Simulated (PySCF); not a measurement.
Job file and geometry (Å, from GFN2-xTB) of an NMR shielding run on SMILES N1(CS([CH2-])(=O)=O)C=CC=C1, [C6H8NO2S]-, PySCF 2.14.0, density-fitted response routines, GIAO PBE0/pcSseg-1 NMR shielding, non-relativistic, gas phase; density fitting, a coarse starting grid and PySCF grid level 2 are the driver's defaults:

```
{"job": {"kind": "nmr", "xc": "PBE0", "basis": "pcSseg-1"}, "charge": -1, "multiplicity": 1}
C      2.393902     1.039839    -0.188274
S      2.037551    -0.577889    -0.519393
O      1.692665    -0.778299    -1.924018
O      3.074889    -1.472212    -0.003646
C      0.472017    -1.318631     0.375011
N     -0.639286    -0.466575     0.207083
C     -1.140536     0.387714     1.133827
C     -2.138345     1.132155     0.555533
C     -2.229201     0.717431    -0.784446
C     -1.286247    -0.263227    -0.966021
H      1.538435     1.628375    -0.507290
H      2.544473     1.115002     0.885539
H      0.332499    -2.281894    -0.107890
H      0.738154    -1.434075     1.422423
H     -0.758224     0.404425     2.137252
H     -2.729682     1.888084     1.039110
H     -2.906343     1.094637    -1.528436
H     -1.005479    -0.808542    -1.844685
```

**Question.** What does the program print?

**Answer.** 
```
coarse grid: 16336 points
cycle   1  E = -835.6934548749  dE =  2.428e+00  |g| = 1.222e+00  |ddm| = 4.194e+00
cycle   2  E = -835.0468044327  dE =  6.467e-01  |g| = 2.200e+00  |ddm| = 3.490e+00
cycle   3  E = -835.9741807106  dE = -9.274e-01  |g| = 2.535e-01  |ddm| = 2.578e+00
cycle   4  E = -835.9891092355  dE = -1.493e-02  |g| = 8.349e-02  |ddm| = 3.344e-01
cycle   5  E = -835.9904252854  dE = -1.316e-03  |g| = 4.095e-02  |ddm| = 9.426e-02
cycle   6  E = -835.9907874360  dE = -3.622e-04  |g| = 6.436e-03  |ddm| = 3.531e-02
cycle   7  E = -835.9907949413  dE = -7.505e-06  |g| = 3.052e-03  |ddm| = 8.966e-03
final grid: 155384 points
cycle   8  E = -836.0718685288  dE = -2.508e-05  |g| = 1.561e-02  |ddm| = 4.223e-02
cycle   9  E = -836.0717910347  dE =  7.749e-05  |g| = 2.452e-02  |ddm| = 3.975e-02
cycle  10  E = -836.0719217233  dE = -1.307e-04  |g| = 2.504e-03  |ddm| = 2.559e-02
cycle  11  E = -836.0719229804  dE = -1.257e-06  |g| = 3.173e-04  |ddm| = 2.295e-03
cycle  12  E = -836.0719229973  dE = -1.695e-08  |g| = 1.938e-04  |ddm| = 5.361e-04
cycle  13  E = -836.0719230049  dE = -7.564e-09  |g| = 5.166e-05  |ddm| = 2.156e-04
cycle  14  E = -836.0719230054  dE = -4.709e-10  |g| = 2.011e-05  |ddm| = 5.947e-05
converged SCF energy = -836.0719230054

GIAO shielding tensors (ppm)
atom      isotropic    diamagn.    paramagn.     s11        s22        s33       span
  0 C      155.232     263.725    -108.492    119.412    137.430    208.855     89.443
  1 S      127.037    1050.013    -922.976     40.858    107.437    232.815    191.957
  2 O      125.976     404.495    -278.519     58.973    152.358    166.596    107.622
  3 O      124.515     398.319    -273.805    105.893    113.008    154.644     48.750
  4 C      105.252     253.276    -148.024     85.130     90.694    139.932     54.802
  5 N       70.256     331.764    -261.508    -19.668     44.121    186.316    205.984
  6 C       64.920     251.768    -186.848     -8.493     76.893    126.361    134.854
  7 C       78.641     257.507    -178.865     -0.645     73.590    162.979    163.624
  8 C       77.410     257.145    -179.735     -0.675     71.311    161.594    162.269
  9 C       61.269     251.414    -190.144    -14.469     60.014    138.263    152.732
 10 H       31.137      35.331      -4.194     26.624     31.618     35.169      8.545
 11 H       31.430      33.741      -2.311     27.848     28.694     37.746      9.898
 12 H       27.294      32.747      -5.453     24.658     27.013     30.211      5.553
 13 H       28.102      33.817      -5.715     23.911     29.035     31.362      7.451
 14 H       25.431      33.245      -7.814     22.253     26.225     27.816      5.563
 15 H       25.874      32.774      -6.900     23.600     25.967     28.054      4.454
 16 H       25.794      32.779      -6.985     23.410     26.029     27.943      4.533
 17 H       24.681      33.226      -8.545     20.591     25.536     27.916      7.325
```

**Question.** Turn these shieldings into chemical shifts. References, each an isolated molecule treated in the same way: TMS for $^{13}$C (σ = 186.93 ppm) and $^{1}$H (σ = 31.72 ppm); $^{33}$S (σ = 503.73 ppm) against CS2; $^{17}$O (σ = 336.08 ppm) vs H2O; $^{15}$N (σ = 267.73 ppm) vs NH3.

**Answer.** Averaging equivalent atoms: C 6/9: 123.8; C 7/8: 108.9; C 4: 81.7; C 0: 31.7; S 1: 377; O 2/3: 210.8; N 5: 197.5; H 14/17: 6.66; H 15/16: 5.88; H 12/13: 4.02; H 10/11: 0.43 ppm. Experimental scales use liquid or dissolved standards, which lie at an offset from isolated NH3 (liquid NH3: subtract about 20 ppm) and H2O (liquid H2O: subtract about 36 ppm). Unscaled 15N shifts of sp2 nitrogen come out 20 to 40 ppm too high even then.

Size and cost of the density-fitted run: 217 basis functions, 90 s wall time on 1 thread of an Arm Neoverse N1, shared host.
